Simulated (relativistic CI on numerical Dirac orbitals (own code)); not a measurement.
W5+: resonant inelastic scattering at the O2,3 edge

Computed with this model: Dirac-Coulomb-Breit CI, separate exchange-only KLI orbitals for each configuration, model QED, valence Slater integrals scaled by 0.8, Kramers-Heisenberg scattering through one core-hole configuration in a parametric crystal field; configurations [Xe] 4f14 5d → [Kr] 4d10 4f14 5s2 5p5 5d2; 300 K; core-hole width 1.5 eV; summed over polarisations. Incident energies are the highest absorption maxima for each field (at most a few, so the weaker spin-orbit partner edge can be absent), on the computed scale of the free ion. Intensities are in per cent of the strongest line above 0.02 eV; levels within 1 cm⁻¹ are merged; final levels count from the ground level, the first row holds all elastic scattering, lines under 0.4 are left out and each table stops after 24 rows. The scale of the Slater integrals is a model choice and moves the terms in proportion.

Field parameters in Wybourne normalisation: D4h B²₀ = −7Ds, B⁴₀ = 21(Dq − Dt), B⁴₄ = 21√(5/14) Dq. The field is a parameter set, without covalency, and values of 10Dq over about 45,000 cm⁻¹ lie beyond real compounds.

S is read from ⟨S²⟩ = S(S + 1).

D4h, 10Dq = 54350, Ds = -1500, Dt = -320 cm⁻¹:

```
Final level (eV)  Degeneracy  Irrep     S  49.8 eV  52.1 eV  58.9 eV
           0.000           2     Γ7  0.50    244.9    174.3    309.7
           0.279           2     Γ6  0.50     61.1     57.1     98.2
           0.825           2     Γ7  0.50      8.4     12.8     31.0
           6.924           2     Γ7  0.50     11.0      3.6    100.0
           7.863           2     Γ6  0.50      8.4      4.1     45.3
```

D4h, 10Dq = 54350, Ds = -860, Dt = -320 cm⁻¹:

```csv
Final level (eV),Degeneracy,Irrep,S,49.7 eV,52.1 eV,58.8 eV
0.000,2,Γ7,0.50,258.4,175.6,288.2
0.088,2,Γ6,0.50,57.6,56.0,100.0
0.682,2,Γ7,0.50,2.8,8.5,26.6
6.971,2,Γ7,0.50,12.0,3.2,88.5
7.593,2,Γ6,0.50,8.6,3.6,53.9
```

For the first field the strongest loss at the lowest incident energy is the level at 0.28 eV (S = 0.50, against 0.50 in the thermal ground state).
